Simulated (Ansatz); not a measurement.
Stepwise reaction of `C[O][Al]([NH2])[NH2]` with hydrogen, as a gas-phase model of exchange steps in deposition or etching. ΔE in kJ/mol.

Computed with Ansatz on PBE0-D4/def2-TZVP structures; ΔE is electronic, products minus reactants. CCSD(T)/CBS adds triple-zeta CCSD(T) − MP2 to the extrapolated MP2 energy (def2 sets, frozen cores). This one scheme is used for every species. DFT in def2-TZVPP. B3LYP here is the variant with VWN-RPA as its local correlation; programs differ in this. Each species was taken in one conformer, which may not be the lowest.

| step | reaction | PBE-D4 | B3LYP-D4 | ωB97M-V | CCSD(T)/CBS |
| --- | --- | --- | --- | --- | --- |
| 1 | `C[O][Al]([NH2])[NH2]` + H₂ → `C[O][AlH][NH2]` + NH₃ | 54.4 | 60.0 | 58.2 | 61.5 |

(1) Give the row of step 2, `C[O][AlH][NH2]` + H₂ → `C[O][AlH2]` + NH₃. (Best estimate.)

(2) By hand: ΔE of the 2 steps together at CCSD(T)/CBS.

## Answers

(1) The calculation gave: 
```csv
step,reaction,PBE-D4,B3LYP-D4,ωB97M-V,CCSD(T)/CBS
2,`C[O][AlH][NH2]` + H₂ → `C[O][AlH2]` + NH₃,70.2,73.6,72.7,74.6
```

(2) (61.5) + (74.6) = 136.1 kJ/mol, or 68.0 kJ/mol a step.

In ΔE each step is higher than the one before. All are uphill at CCSD(T)/CBS. PBE-D4 differs from CCSD(T)/CBS by -7.1 to -4.4 kJ/mol a step. Isolated molecules leave out the surface, adducts and barriers. Largest T1 diagnostic: 0.012.
